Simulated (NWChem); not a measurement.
Molecule: B₂O₂, triplet; SMILES of the neutral closed-shell parent O=BB=O

```xyz
4

O     -0.2502     1.7587     0.0000
B      0.6655     0.7731     0.0000
B      0.0220    -0.7989     0.0000
O     -0.2767    -1.9667     0.0000
```
Atoms are numbered in this order, from 1.

Results from NWChem. Spin-unrestricted. The geometry was optimised at PBE0/def2-SVP, spin-unrestricted. This spin state was assumed; another may lie lower. No stability test was run on the SCF state. Vzz is the largest principal value of the second derivative of the potential at the nucleus (NWChem prints the opposite sign); η is the asymmetry. Non-relativistic.

Problem. Predict the results for CAM-B3LYP/def2-SVP. Quantities: Vzz O1 (a.u.); η O1; Vzz B2 (a.u.); η B2; Vzz B3 (a.u.); η B3; Vzz O4 (a.u.); η O4.

Solution. 
| Quantity | Result |
|---|---|
| Vzz O1 (a.u.) | 1.885 |
| η O1 | 0.08 |
| Vzz B2 (a.u.) | 0.352 |
| η B2 | 0.15 |
| Vzz B3 (a.u.) | -0.376 |
| η B3 | 0.01 |
| Vzz O4 (a.u.) | -0.643 |
| η O4 | 0.08 |
